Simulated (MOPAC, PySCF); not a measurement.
CH₃BSi, SMILES `B1C=[SiH]1`, neutral singlet in the gas phase. 

Cartesian coordinates (Å):
```xyz
6

B     -0.8506    -0.5830     0.1805
C     -0.2503     0.7402    -0.0781
Si     1.0326    -0.4273    -0.0358
H     -1.8149    -1.2347     0.3765
H     -0.6051     1.7548    -0.1934
H      2.4993    -0.2581    -0.2118
```
Charge 0, multiplicity 1.

All levels are single points at this geometry (B3LYP-D3(BJ)/def2-TZVP); Pople sets use spherical d functions. Orbital energies aren't observables, and empty levels follow the basis.

B3LYP/6-31G* in PySCF gives dipole (D) = 1.19.

**Question.** Estimate the dipole (D) from each of these levels: B3LYP-D3(BJ)/def2-TZVP in PySCF; PBE-D3(BJ)/def2-TZVP in PySCF; B3LYP/LANL2DZ in PySCF; PBE/6-31G* in PySCF; HF/3-21G in PySCF; HF/6-31G* in PySCF; AM1 in MOPAC; PM7 in MOPAC.

**Answer.** 
```
level                            dipole (D)
-------------------------------  ----------
B3LYP-D3(BJ)/def2-TZVP in PySCF        1.36
PBE-D3(BJ)/def2-TZVP in PySCF          1.32
B3LYP/LANL2DZ in PySCF                 1.44
PBE/6-31G* in PySCF                    1.19
HF/3-21G in PySCF                      1.45
HF/6-31G* in PySCF                     1.36
AM1 in MOPAC                           0.08
PM7 in MOPAC                           1.61
```
